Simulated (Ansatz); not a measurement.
Q: Name a neutral molecule of C, Cl, N, O, Y and H with HOMO–LUMO gap (ωB97M-V/def2-TZVPP) between 8.70 and 9.00 eV and HOMO–LUMO gap (PBE/def2-TZVPP) between 3.00 and 3.30 eV (Ansatz, PBE0-D4/def2-TZVP geometry).

A: `C[O][Y]([NH2])[Cl]` (8.99 eV, 3.25 eV). Other molecules can fit too; these were computed, each in one conformer that needn't be the lowest.
